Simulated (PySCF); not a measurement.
CH9Ge2PSe.
SMILES: `[CH3][GeH2][Se][GeH2][PH2]`

A linear-response calculation (PySCF, def2-SVPD basis, gas phase, vertical, core orbitals frozen in the response) gave these numbers; the functional is withheld.

Orbital energies (eV): HOMO-3 -10.04, HOMO-2 -9.46, HOMO-1 -8.90, HOMO -7.88, LUMO 0.23, LUMO+1 0.45, LUMO+2 0.79.

| state | E (eV) | f | main configurations (H = HOMO, L = LUMO) |
| --- | --- | --- | --- |
| S1 | 4.90 | 0.0076 | H→L (83%) |
| S2 | 5.17 | 0.015 | H→L+1 (89%) |
| S3 | 5.94 | 0.0062 | H→L+2 (81%) |
| S4 | 6.17 | 0.032 | H-1→L (57%), H→L+3 (21%) |
| S5 | 6.30 | 0.098 | H→L+3 (49%), H-1→L (19%) |
| S6 | 6.45 | 0.0073 | H→L+4 (38%), H→L+5 (18%), H-1→L (10%) |

Triplets, Tamm–Dancoff:

```json
{"state": "T1", "E (eV)": "4.52", "λ (nm)": "274.2", "main configurations (H = HOMO, L = LUMO)": "H→L (80%)"}
{"state": "T2", "E (eV)": "4.75", "λ (nm)": "261.2", "main configurations (H = HOMO, L = LUMO)": "H→L+1 (82%)"}
{"state": "T3", "E (eV)": "5.25", "λ (nm)": "236.0", "main configurations (H = HOMO, L = LUMO)": "H-1→L (59%)"}
{"state": "T4", "E (eV)": "5.67", "λ (nm)": "218.7", "main configurations (H = HOMO, L = LUMO)": "H-1→L+3 (19%), H→L+2 (12%), H-1→L+4 (10%)"}
```

Vertical ionisation energy by ΔSCF with the same functional: 8.51 eV. Mean static polarisability: 132.5 au.

Question: Which of these was used?
A. PBE0
B. CAM-B3LYP
C. HF
D. PBE

Answer: B. CAM-B3LYP is range-separated, 19% exact exchange at short range and 65% at long range (ω = 0.33 bohr⁻¹). In this run −ε(HOMO) = 7.88 eV differs from the ΔSCF value by -0.64 eV, and S1 differs from the orbital gap of 8.10 eV by -3.20 eV. The ratio −ε(HOMO)/IP is 0.93. Usual ranges for neutral molecules in this basis: 0.85 to 0.93 with CAM-B3LYP, 0.5 to 0.7 with PBE, 0.7 to 0.83 with PBE0; Hartree–Fock can't fall below 1, since the ion's relaxation only lowers the ΔSCF value.

Method: PySCF, TDDFT CAM-B3LYP/def2-SVPD, vertical, gas phase, core orbitals frozen in the response. One conformer (not necessarily the lowest) at the PBE0-D3(BJ)/def2-SVP geometry, without solvent, vibrations or thermal averaging. The CAM-B3LYP/def2-SVPD calculation is non-relativistic and has no spin–orbit coupling, an omission that weighs most on germanium and selenium.

The values belong to the conformer `[CH3:1][GeH2:2][Se:3][GeH2:4][PH2:5]`: C1–Ge2–Se3–Ge4 49°, Ge2–Se3–Ge4–P5 42°, H–P5–Ge4–Se3 170°, H–P5–Ge4–Se3 75°.
